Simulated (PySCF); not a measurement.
BiCl3 (SMILES [Cl][Bi]([Cl])[Cl]), singlet, geometry from GFN2-xTB (such geometries of metal compounds can be far from the true shape) (core potentials on Bi); PBE/def2-SVP, polarisability run with PySCF.

PySCF was given this input:
```python
from pyscf import gto, scf, dft
from pyscf.prop import polarizability

mol = gto.M(
    atom='''
Bi   -0.00114832   -0.00025176    0.50286454
Cl   -1.82411267   -1.01684778   -0.82306642
Cl    0.03388913    2.09038979   -0.81726791
Cl    1.79583006   -1.07231283   -0.81482782
''',
    basis='def2-svp',
    ecp={'Bi': 'def2-svp'},
    verbose=4,
)

mf = dft.RKS(mol)
mf.xc = 'pbe'
mf.kernel()
alpha = mf.Polarizability().polarizability()[2, 2]
print('alpha_zz =', alpha)
```

What the program printed (banner, timings and long lists left out):

```
site-packages/pyscf/prop/efg/rhf.py:45: UserWarning: Module EFG is under testing
  warnings.warn('Module EFG is under testing')
site-packages/pyscf/prop/efg/dhf.py:30: UserWarning: Module EFG is under testing
  warnings.warn('Module EFG is under testing')
site-packages/pyscf/prop/zfs/uhf.py:40: UserWarning: Module ZFS is under testing
  warnings.warn('Module ZFS is under testing')
site-packages/pyscf/prop/gtensor/uhf.py:43: UserWarning: Module g-tensor is under testing
  warnings.warn('Module g-tensor is under testing')
site-packages/pyscf/prop/gtensor/uks.py:41: UserWarning: Module g-tensor is under testing
  warnings.warn('Module g-tensor is under testing')
site-packages/pyscf/prop/hfc/uks.py:35: UserWarning: Module HFC is under testing
  warnings.warn('Module HFC is under testing')
site-packages/pyscf/prop/magnetizability/rhf.py:39: UserWarning: Module magnetizability is under testing
  warnings.warn('Module magnetizability is under testing')
site-packages/pyscf/prop/magnetizability/uhf.py:37: UserWarning: Module magnetizability is under testing
  warnings.warn('Module magnetizability is under testing')
site-packages/pyscf/prop/magnetizability/rks.py:37: UserWarning: Module magnetizability is under testing
  warnings.warn('Module magnetizability is under testing')
site-packages/pyscf/prop/magnetizability/uks.py:39: UserWarning: Module magnetizability is under testing
  warnings.warn('Module magnetizability is under testing')
site-packages/pyscf/prop/polarizability/uhf.py:34: UserWarning: Module polarizability is under testing
  warnings.warn('Module polarizability is under testing')
site-packages/pyscf/prop/polarizability/rks.py:29: UserWarning: Module polarizability is under testing
  warnings.warn('Module polarizability is under testing')
site-packages/pyscf/prop/polarizability/uks.py:29: UserWarning: Module polarizability is under testing
  warnings.warn('Module polarizability is under testing')
PySCF version 2.14.0

[INPUT] verbose = 4
[INPUT] num. atoms = 4
[INPUT] num. electrons = 74
[INPUT] charge = 0
[INPUT] spin (= nelec alpha-beta = 2S) = 0
[INPUT] symmetry False subgroup None
[INPUT] Mole.unit = angstrom
[INPUT] Symbol           X                Y                Z      unit          X                Y                Z       unit  Magmom
[INPUT]  1 Bi    -0.001148320000  -0.000251760000   0.502864540000 AA   -0.002170010303  -0.000475757449   0.950276258355 Bohr   0.0
[INPUT]  2 Cl    -1.824112670000  -1.016847780000  -0.823066420000 AA   -3.447073366649  -1.921563814572  -1.555370116126 Bohr   0.0
[INPUT]  3 Cl     0.033889130000   2.090389790000  -0.817267910000 AA    0.064041174300   3.950264196687  -1.544412520296 Bohr   0.0
[INPUT]  4 Cl     1.795830060000  -1.072312830000  -0.814827820000 AA    3.393626979661  -2.026377568557  -1.539801418476 Bohr   0.0

nuclear repulsion = 377.746861084122
number of shells = 34
number of NR pGTOs = 169
number of NR cGTOs = 80
basis = def2-svp
ecp = {'Bi': 'def2-svp'}

******** <class 'pyscf.dft.rks.RKS'> ********
method = RKS
initial guess = minao
damping factor = 0
level_shift factor = 0
DIIS = <class 'pyscf.scf.diis.CDIIS'>
diis_start_cycle = 1
diis_space = 8
diis_damp = 0
SCF conv_tol = 1e-09
SCF conv_tol_grad = None
SCF max_cycles = 50
direct_scf = True
direct_scf_tol = 1e-13
XC library pyscf.dft.libxc version 7.1.2
    S. Lehtola, C. Steigemann, M. J. T. Oliveira, and M. A. L. Marques,  SoftwareX 7, 1–5 (2018)
XC functionals = pbe
    J. P. Perdew, K. Burke, and M. Ernzerhof,  Phys. Rev. Lett. 77, 3865 (1996)
    J. P. Perdew, K. Burke, and M. Ernzerhof,  Phys. Rev. Lett. 78, 1396 (1997)
    J. P. Perdew, K. Burke, and M. Ernzerhof,  Phys. Rev. Lett. 77, 3865 (1996)
    J. P. Perdew, K. Burke, and M. Ernzerhof,  Phys. Rev. Lett. 78, 1396 (1997)
radial grids:
    Treutler-Ahlrichs [JCP 102, 346 (1995); DOI:10.1063/1.469408] (M4) radial grids

becke partition: Becke, JCP 88, 2547 (1988); DOI:10.1063/1.454033
pruning grids: <function nwchem_prune>
grids dens level: 3
symmetrized grids: False
atomic radii adjust function: <function treutler_atomic_radii_adjust>
small_rho_cutoff = 0
Set gradient conv threshold to 3.16228e-05
Initial guess from minao.
tot grids = 80088
init E= -1568.11644166621
  HOMO = -0.645002819607535  LUMO = -0.605882928803127  gap/eV = 1.06451
cycle= 1 E= -1591.95652502835  delta_E= -23.8  |g|= 2.79  |ddm|= 13.5
  HOMO = 0.120450476389365  LUMO = 0.221573622410764  gap/eV = 2.75170
cycle= 2 E= -1589.86589229973  delta_E= 2.09  |g|= 4.48  |ddm|= 9.56
  HOMO = -0.229173263043372  LUMO = -0.0028259267462288  gap/eV = 6.15922
cycle= 3 E= -1594.13671232759  delta_E= -4.27  |g|= 0.76  |ddm|= 5.39
  HOMO = -0.242093666262455  LUMO = -0.11664357738806  gap/eV = 3.41367
cycle= 4 E= -1594.30909317749  delta_E= -0.172  |g|= 0.457  |ddm|= 1.87
  HOMO = -0.272518903082879  LUMO = -0.113228898869485  gap/eV = 4.33450
cycle= 5 E= -1594.38413940827  delta_E= -0.075  |g|= 0.0555  |ddm|= 0.64
  HOMO = -0.263030030592929  LUMO = -0.105848065750858  gap/eV = 4.27714
cycle= 6 E= -1594.38484549114  delta_E= -0.000706  |g|= 0.0199  |ddm|= 0.114
  HOMO = -0.264435102792219  LUMO = -0.105710757588275  gap/eV = 4.31911
cycle= 7 E= -1594.38496907566  delta_E= -0.000124  |g|= 0.00257  |ddm|= 0.0271
  HOMO = -0.264492689972525  LUMO = -0.105826461264057  gap/eV = 4.31753
cycle= 8 E= -1594.38497067783  delta_E= -1.6e-06  |g|= 0.000531  |ddm|= 0.00294
  HOMO = -0.264500739595786  LUMO = -0.105802782370127  gap/eV = 4.31839
cycle= 9 E= -1594.38497077379  delta_E= -9.6e-08  |g|= 0.000167  |ddm|= 0.000535
  HOMO = -0.264509584054416  LUMO = -0.105796065108927  gap/eV = 4.31881
cycle= 10 E= -1594.38497078437  delta_E= -1.06e-08  |g|= 6.6e-06  |ddm|= 0.000244
  HOMO = -0.264509279861458  LUMO = -0.105795746081416  gap/eV = 4.31882
cycle= 11 E= -1594.38497078436  delta_E= 3.64e-12  |g|= 7.59e-06  |ddm|= 2.11e-05
  HOMO = -0.264509368862165  LUMO = -0.10579545246953  gap/eV = 4.31883
Extra cycle  E= -1594.38497078428  delta_E= 8.78e-11  |g|= 1.71e-05  |ddm|= 3.97e-05
converged SCF energy = -1594.38497078428
Isotropic polarizability 67.0217099014
Polarizability anisotropy 15.6066561869
alpha_zz = 56.617272445328986
```
